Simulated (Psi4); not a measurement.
Cl4Pd (SMILES [Cl][Pd-2]([Cl])([Cl])[Cl]), charge -2, singlet, geometry from GFN2-xTB (such geometries of metal compounds can be far from the true shape) (core potentials on Pd) (a gas-phase anion, which may not be bound at this level); WB97X/def2-SVP (Psi4).

Here is a job for Psi4.
```
memory 2 GB

molecule {
-2 1
Pd   -0.00000000   -0.00000000   -0.00000000
Cl    2.19013518   -0.73965983    0.01465684
Cl    0.73958819    2.19017230    0.01257871
Cl   -2.19013518    0.73965983   -0.01465684
Cl   -0.73958819   -2.19017230   -0.01257871
}

set {
  basis def2-svp
}

energy('wb97x')
print_variables()
```

It wrote (shortened):

```
   => Loading Basis Set <=

    Name: DEF2-SVP
    Role: ORBITAL
    Keyword: BASIS

    !!!  WARNING: ECP capability is in beta. Please check occupations closely.  !!!

         ---------------------------------------------------------
                                   SCF
               by Justin Turney, Rob Parrish, Andy Simmonett
                          and Daniel G. A. Smith
                              RKS Reference
         ---------------------------------------------------------

  ==> Geometry <==

    Molecular point group: c2h
    Full point group: S2

    Geometry (in Angstrom), charge = -2, multiplicity = 1:

       Center              X                  Y                   Z               Mass
    ------------   -----------------  -----------------  -----------------  -----------------
         PD           0.000000000000    -0.000000000000     0.000000000000   105.903480400000
         CL           2.190183001727    -0.739663445557     0.000000000000    34.968852682000
         CL           0.739663450003     2.190183005858     0.000000000000    34.968852682000
         CL          -2.190183001727     0.739663445557     0.000000000000    34.968852682000
         CL          -0.739663450003    -2.190183005858     0.000000000000    34.968852682000

  Running in c2h symmetry.

  Rotational constants: A =      0.04510  B =      0.04510  C =      0.02255 [cm^-1]
  Rotational constants: A =   1352.19423  B =   1352.19422  C =    676.09711 [MHz]
  Nuclear repulsion =  533.459078399718010

  Charge       = -2
  Multiplicity = 1
  Electrons    = 88
  Nalpha       = 44
  Nbeta        = 44

  ==> Algorithm <==

  SCF Algorithm Type is DF.
  DIIS enabled.
  MOM disabled.
  Fractional occupation disabled.
  Guess Type is SAD.
  Energy threshold   = 1.00e-06
  Density threshold  = 1.00e-06
  Integral threshold = 1.00e-12

  ==> Primary Basis <==

  Basis Set: DEF2-SVP
    Blend: DEF2-SVP
    Number of shells: 43
    Number of basis functions: 103
    Number of Cartesian functions: 112
    Spherical Harmonics?: true
    Max angular momentum: 3

  Core potential: DEF2-SVP
    Number of shells: 4
    Number of ECP primitives: 14
    Number of ECP core electrons: 28
    Max angular momentum: 3

  ==> DFT Potential <==

   => LibXC <=

    Version 7.1.2
    S. Lehtola, C. Steigemann, M. J. T. Oliveira, and M. A. L. Marques,  SoftwareX 7, 1–5 (2018) (10.1016/j.softx.2017.11.002)

   => Composite Functional: WB97X <=

[...]
   @DF-RKS iter   4: -1968.27231637415480   -7.80535e-03   3.02427e-04 ADIIS/DIIS
   @DF-RKS iter   5: -1968.27271968987088   -4.03316e-04   8.86492e-05 DIIS
   @DF-RKS iter   6: -1968.27275356172640   -3.38719e-05   1.20762e-05 DIIS
   @DF-RKS iter   7: -1968.27275390172736   -3.40001e-07   2.91121e-06 DIIS
   @DF-RKS iter   8: -1968.27275392234014   -2.06128e-08   3.75465e-07 DIIS
  Energy and wave function converged.

  ==> Post-Iterations <==

   Electrons on quadrature grid:
      Ntotal   =   87.9999962789 ; deviation = -3.721e-06

    Orbital Energies [Eh]
    ---------------------

    Doubly Occupied:

[...]
    Virtual:

[...]
    Final Occupation by Irrep:
             Ag    Bg    Au    Bu
    DOCC [    17,    6,    5,   16 ]
    NA   [    17,    6,    5,   16 ]
    NB   [    17,    6,    5,   16 ]

  @DF-RKS Final Energy: -1968.27275392234014

   => Energetics <=

    Nuclear Repulsion Energy =            533.4590783997180097
    One-Electron Energy =               -3866.6295299004709705
    Two-Electron Energy =                1460.1101473126125256
    DFT Exchange-Correlation Energy =     -95.2124497341995095
    Empirical Dispersion Energy =           0.0000000000000000
    VV10 Nonlocal Energy =                  0.0000000000000000
    Total Energy =                      -1968.2727539223401436

Computation Completed

Properties will be evaluated at   0.000000,   0.000000,   0.000000 [a0]

Properties computed using the SCF density matrix

 Multipole Moments:

 ------------------------------------------------------------------------------------
     Multipole            Electronic (a.u.)      Nuclear  (a.u.)        Total (a.u.)
 ------------------------------------------------------------------------------------

 L = 1.  Multiply by 2.5417464519 to convert [e a0] to [Debye]
 Dipole X            :          0.0000000           -0.0000000           -0.0000000
 Dipole Y            :          0.0000000            0.0000000            0.0000000
 Dipole Z            :          0.0000000            0.0000000            0.0000000
 Magnitude           :                                                    0.0000000

 ------------------------------------------------------------------------------------

  Variable Map:
  ----------------------------------------------------------------------------
[...]
  Array Variable Map:
  ----------------------------------------------------------------------------
[...]
[...]
```
